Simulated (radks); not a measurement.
Charge is removed step by step from the 6s up level of the tantalum ion Ta+, starting from [Xe] 4f14 5d3 6s(up 1, down 0). Calculated with a radial shooting solver on a logarithmic mesh with Libxc functionals: non-relativistic Kohn-Sham, PBE, spin-polarised, spherical densities, point nucleus; open shells are filled with parallel spins first (spin-orbit coupling, left out, can overturn this in heavy ions); relativity is left out, which matters for an element this heavy.

| removed (e) | E - E(0) (eV) | eigenvalue (eV) | E minus straight line (eV) |
|---|---|---|---|
| 0 | 0.000 | -10.940 | 0.000 |
| 0.1 | 1.124 | -11.539 | -0.275 |
| 0.2 | 2.308 | -12.142 | -0.490 |
| 0.3 | 3.552 | -12.748 | -0.645 |
| 0.4 | 4.858 | -13.359 | -0.739 |
| 0.5 | 6.224 | -13.974 | -0.772 |
| 0.6 | 7.653 | -14.593 | -0.742 |
| 0.7 | 9.143 | -15.216 | -0.651 |
| 0.8 | 10.696 | -15.845 | -0.497 |
| 0.9 | 12.312 | -16.478 | -0.280 |
| 1 | 13.992 | -17.115 | 0.000 |

Removing the whole electron costs 13.992 eV by Delta-SCF, against 10.940 eV from minus the eigenvalue at the starting occupation. Slater's transition state (half an electron removed) gives 13.974 eV. Integrating minus the eigenvalue over the occupation (Janak's theorem) gives 13.992 eV. The mean slope of the eigenvalue, de/dn, is 6.18 eV per electron. Ionisation energy of Ta+ in the NIST Atomic Spectra Database: 16.2 eV (semi-empirical).
